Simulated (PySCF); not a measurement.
(silylamino)silyloxymethane (CH₉NOSi₂), SMILES CO[SiH2]N[SiH3]. Atoms are numbered in the order given.

```xyz
14

C      2.6569     1.1823     0.0391
O      1.4009     0.6892     0.4339
Si     0.6855    -0.6484    -0.2568
N     -0.9103    -0.8546     0.3607
Si    -2.3112     0.0808    -0.0892
H      2.6922     1.4027    -1.0451
H      2.8596     2.1178     0.5835
H      3.4708     0.4691     0.2701
H      1.4826    -1.8682     0.0686
H      0.6269    -0.4391    -1.7330
H     -0.9916    -1.4337     1.1926
H     -2.7014     1.0826     0.9479
H     -3.4921    -0.8036    -0.3206
H     -1.9632     0.7940    -1.3499
```

Coordinates come from a ωB97X-D3(BJ)/def2-SVP optimisation. The values are those of a single conformer.

Method: PBE0/pcSseg-1 (PySCF).

GIAO shieldings, no solvent; atoms listed in one row are averaged. δ = σ(ref) − σ: ¹³C against TMS (σ = 186.3 ppm); ¹⁷O against H2O (σ = 334.2 ppm); ²⁹Si against TMS (σ = 352.7 ppm); ¹⁵N against NH3 (σ = 267.4 ppm); ¹H against TMS (σ = 31.56 ppm), references at their B3LYP-D3(BJ)/def2-TZVP geometries, non-relativistic.

| nucleus | atoms | count | δ (ppm) |
|---|---|---|---|
| ¹³C | C1 | 1 | 52.7 |
| ¹⁷O | O2 | 1 | 27.8 |
| ²⁹Si | Si3 | 1 | -22.9 |
| ²⁹Si | Si5 | 1 | -48.9 |
| ¹⁵N | N4 | 1 | 24.8 |
| ¹H | H9 | 1 | 5.00 |
| ¹H | H12, H13, H14 | 3 | 4.95 |
| ¹H | H10 | 1 | 4.92 |
| ¹H | H6, H7, H8 | 3 | 3.86 |
| ¹H | H11 | 1 | 0.83 |
